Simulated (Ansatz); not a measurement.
Total energies of C₂H₅ClO₂Si, SMILES `O=COC[SiH2]Cl`.

```xyz
11

O    -2.169   -0.510    0.181
C    -1.360   -1.207    0.722
O    -0.067   -1.277    0.417
C     0.367   -0.438   -0.664
Si    0.763    1.323   -0.113
Cl    2.485    1.300    1.008
H    -1.573   -1.895    1.552
H    -0.398   -0.412   -1.445
H     1.263   -0.915   -1.064
H    -0.315    1.887    0.726
H     1.004    2.146   -1.321
```

Total charge 0; spin multiplicity 1. The structure was optimised at the PBE0-D4/def2-TZVP level. It is one conformer, not always the lowest. Basis def2-TZVPP, Ansatz.

RPA on PBE orbitals: Hartree–Fock energy of these orbitals -976.89712 Eh, correlation -1.77266 Eh (frozen core).

```csv
functional,energy without D4 (Eh),D4 term (kJ/mol)
B3LYP,-979.56632,-41.5
HSE06 (plane-wave form),-978.97473,-20.5
```

(1) Give the same for LDA (SPW92), PBE, revPBE, BLYP, r2SCAN, B97M-V, PBE0, r2SCANh, r2SCAN0, BHLYP, CAM-B3LYP, LC-ωPBE, ωB97X-V, ωB97M-V, B2PLYP, PBE-QIDH. (An estimate is asked.)

B3LYP takes the VWN-RPA correlation (the form of Gaussian; ORCA's B3LYP/G). HSE06 is the plane-wave form, built on full-range PBE exchange. The double hybrids freeze the cores in their second-order part.

Answers

(1) Ansatz gave: 
```json
{"functional": "LDA (SPW92)", "energy without D4 (Eh)": "-975.08341", "D4 term (kJ/mol)": "–"}
{"functional": "PBE", "energy without D4 (Eh)": "-978.93098", "D4 term (kJ/mol)": "-25.8"}
{"functional": "revPBE", "energy without D4 (Eh)": "-979.31120", "D4 term (kJ/mol)": "-77.8"}
{"functional": "BLYP", "energy without D4 (Eh)": "-979.46477", "D4 term (kJ/mol)": "-56.5"}
{"functional": "r2SCAN", "energy without D4 (Eh)": "-979.35353", "D4 term (kJ/mol)": "-6.6"}
{"functional": "B97M-V", "energy without D4 (Eh)": "-979.29096", "D4 term (kJ/mol)": "–"}
{"functional": "PBE0", "energy without D4 (Eh)": "-979.00004", "D4 term (kJ/mol)": "-22.0"}
{"functional": "r2SCANh", "energy without D4 (Eh)": "-979.33625", "D4 term (kJ/mol)": "-7.0"}
{"functional": "r2SCAN0", "energy without D4 (Eh)": "-979.31196", "D4 term (kJ/mol)": "-7.7"}
{"functional": "BHLYP", "energy without D4 (Eh)": "-979.40441", "D4 term (kJ/mol)": "-31.6"}
{"functional": "CAM-B3LYP", "energy without D4 (Eh)": "-979.45885", "D4 term (kJ/mol)": "-22.4"}
{"functional": "LC-ωPBE", "energy without D4 (Eh)": "-979.17002", "D4 term (kJ/mol)": "–"}
{"functional": "ωB97X-V", "energy without D4 (Eh)": "-979.34296", "D4 term (kJ/mol)": "–"}
{"functional": "ωB97M-V", "energy without D4 (Eh)": "-979.40829", "D4 term (kJ/mol)": "–"}
{"functional": "B2PLYP", "energy without D4 (Eh)": "-979.11263", "D4 term (kJ/mol)": "–"}
{"functional": "PBE-QIDH", "energy without D4 (Eh)": "-978.79850", "D4 term (kJ/mol)": "–"}
```

LC-ωPBE has ω = 0.4 bohr⁻¹.
